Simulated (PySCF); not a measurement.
Computed shifts of a molecule C₅H₇F, PySCF with PBE/pcSseg-1, GIAO, gas phase, atoms alike by connectivity averaged where their shifts nearly agree, in ppm (number of nuclei): ¹³C: 89.7 (1), 85.4 (1), 82.1 (1), 36.4 (1), 10.3 (1). ¹⁹F: -237.0 (1). ¹H: 5.80 (1), 2.60 (1), 2.26 (1), 1.77 (1), 1.49 (3). References: ¹³C against TMS (σ = 182.0 ppm); ¹⁹F against CFCl3 (σ = 133.6 ppm); ¹H against TMS (σ = 31.49 ppm), references at their B3LYP-D3(BJ)/def2-TZVP geometries, non-relativistic. Coordinates come from a B3LYP-D3(BJ)/def2-SVP optimisation. One conformer was computed; it need not be the lowest.

Question: Which molecule gave these data?
A) C#C[C@H](F)CC
B) C=C/C(C)=C\F
C) C=C(F)/C=C/C
D) C=CCC(=C)F

Answer: A, C#C[C@H](F)CC
